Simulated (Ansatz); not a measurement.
Cost and result for the atomization energy of C2H5GaO, SMILES `C=[C](O)[GaH2]` (9 atoms, 8 bonds).

Z-matrix (Å, degrees):
```
C
C 1 1.337
H 1 1.087 2 121.9
H 1 1.082 2 120.0 3 -180.0
O 2 1.367 1 118.6 3 -0.0
Ga 2 1.961 1 119.2 3 -180.0
H 5 0.960 2 109.7 1 180.0
H 6 1.575 2 117.6 1 -180.0
H 6 1.562 2 119.3 1 0.1
```

Total charge 0; spin multiplicity 1. Correlated methods include outer-core shells of Ga, which these sets cover unevenly. Scalar relativity is left out up to krypton. Geometry: relaxed with PBE0-D4/def2-TZVP. It is one conformer, not always the lowest. Program: Ansatz. All runs use 2 threads of an AMD EPYC 7B13 on a shared host. Times are those of one run each, without the atoms' runs, and a repeat can differ threefold. Electronic energies, without spin–orbit coupling; frozen cores. CCSD(T)/CBS adds CCSD(T) − MP2 in def2-TZVPP to the MP2 limit, and its time is that of the two runs behind it. T1 = 0.013. With those shells the extrapolation isn't a true limit. HSE06 is the plane-wave form, built on full-range PBE exchange.

CCSD(T)/CBS is a level of theory with its own doubt, some kJ/mol a heavy atom from the limit and from the frozen cores, so smaller differences don't rank the functionals.

```tsv
level	functions	wall time	atomization (kJ/mol)	difference from CCSD(T)/CBS	per bond
LDA (SPW92)/def2-TZVPP	211	1.3 s	3640.9	491.6	61.5
BLYP-D4/def2-TZVPP	211	2.2 s	3133.7	-15.6	-1.9
PBE-D4/def2-TZVPP (with forces)	211	2.6 s	3213.8	64.5	8.1
BHLYP-D4/def2-TZVPP	211	3.3 s	3026.4	-122.9	-15.4
HSE06-D4/def2-TZVPP	211	3.4 s	3147.5	-1.8	-0.2
CAM-B3LYP-D4/def2-TZVPP	211	3.7 s	3150.9	1.6	0.2
r2SCAN-D4/def2-TZVPP (with forces)	211	4.9 s	3158.3	9.0	1.1
CCSD(T)/def2-SVP	99	6.5 s	2984.4	-164.9	-20.6
ωB97X-V/def2-TZVPP	211	8 s	3147.2	-2.1	-0.3
ωB97M-V/def2-TZVPP (with forces)	211	11 s	3143.8	-5.5	-0.7
MP2/def2-QZVPP	410	23 s	3172.5	23.2	2.9
CCSD(T)/def2-TZVPP	211	100 s	3076.1	-73.2	-9.1
CCSD(T)/CBS(def2)	–	2.1 min	3149.3	0.0	0.0
```

The D4 term adds +26.9 kJ/mol with B3LYP and +13.9 kJ/mol with PBE0; it sums over pairs of atoms, weighted by their polarisabilities, and B3LYP, whose exchange is more repulsive, gets the larger term. Leaving LDA and LC-ωPBE aside and taking each functional with its dispersion term where it has one, the values spread over 187.4 kJ/mol, from BHLYP-D4 to PBE-D4. LDA lies +443.7 kJ/mol from PBE without D4, its usual overbinding. From PBE to PBE0 (25 % exact exchange), in def2-TZVPP and without D4, the atomization energy moves by −66.1 kJ/mol: exact exchange takes away binding that semilocal exchange gives to molecules.

B3LYP here is the variant with VWN-RPA as its local correlation; programs differ in this.
